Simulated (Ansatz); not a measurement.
The same path of CH5AsS (8 atoms, charge 0, multiplicity 1) was run twice with different band settings. The coordinate that changes most is the dihedral H5–C1–S2–As3.

Computed with Ansatz 0.2.0, RHF/def2-mTZVP.

Relaxed end points:

```xyz
8
Properties=species:S:1:pos:R:3
C -0.767 1.131 -0.434
S -0.245 0.113 0.993
As 1.052 -1.400 -0.041
H -1.318 0.545 -1.152
H 0.079 1.598 -0.913
H -1.413 1.900 -0.037
H 2.229 -1.317 0.902
H 0.475 -2.627 0.626
```

```xyz
8
Properties=species:S:1:pos:R:3
C -1.001 0.823 -0.613
S -0.648 -0.412 0.689
As 1.540 -0.766 0.327
H -2.049 1.067 -0.523
H -0.817 0.420 -1.597
H -0.420 1.721 -0.471
H 1.994 -0.635 1.761
H 1.494 -2.275 0.371
```

Common settings: movable images 7; climbing image yes; optimiser quadratic models (default); start path IDPP; force threshold 0.05 eV/Å; iteration limit 60; end points relaxed.

| run | spring |
| --- | --- |
| 1 | 5.0 eV/Å² |
| 2 | 2.0 to 10.0 eV/Å², energy-weighted |

Q: What does each run give, and how far can it be trusted?

A: Run 1: converged after 4 iterations, highest image 0.052 eV above the first end. A vibrational analysis at the climbing image gives one clearly imaginary mode, 136i cm⁻¹: a first-order saddle point.
Run 2: converged after 5 iterations, highest image 0.052 eV above the first end. Another band between the same ends (7 images) ends at a top of the same energy, where a vibrational analysis finds 1 clearly imaginary mode.
